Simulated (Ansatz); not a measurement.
`[NH2][GeH2][OH]`, relaxed with RKS PBE-D4/def2-SVP in Ansatz from a rough embedded geometry. The force threshold is 0.03 eV/Å; the program also tests the step.

The species carries charge 0 and has multiplicity 1.

Start:

```xyz
8

N    -0.021   -1.414   -0.363
Ge    0.231    0.319    0.074
O    -0.977    0.754    1.313
H    -0.923   -1.470   -0.831
H     0.663   -1.680   -1.158
H     0.067    1.223   -1.189
H     1.684    0.514    0.643
H    -0.722    1.754    1.510
```

**Question.** How much energy does the relaxation release, and in how many steps? (Estimate.)

**Answer.** Ansatz gave: 0.33 eV, in 9 steps, 2 of them rejected.

**Question.** Which bonds change most? (Estimate.)

**Answer.** Ansatz gave: O3–H8 from 1.051 to 0.975 Å; N1–H5 from 1.082 to 1.025 Å; N1–Ge2 from 1.804 to 1.835 Å; Ge2–O3 from 1.784 to 1.803 Å.

**Question.** Give the relaxed structure. (Estimate.)

**Answer.** Ansatz gave: 
```xyz
8

N    -0.090   -1.349   -0.417
Ge    0.307    0.387    0.027
O    -0.774    0.754    1.422
H    -0.936   -1.483   -0.980
H     0.685   -1.866   -0.843
H     0.013    1.470   -1.065
H     1.807    0.387    0.436
H    -1.012    1.699    1.421
```
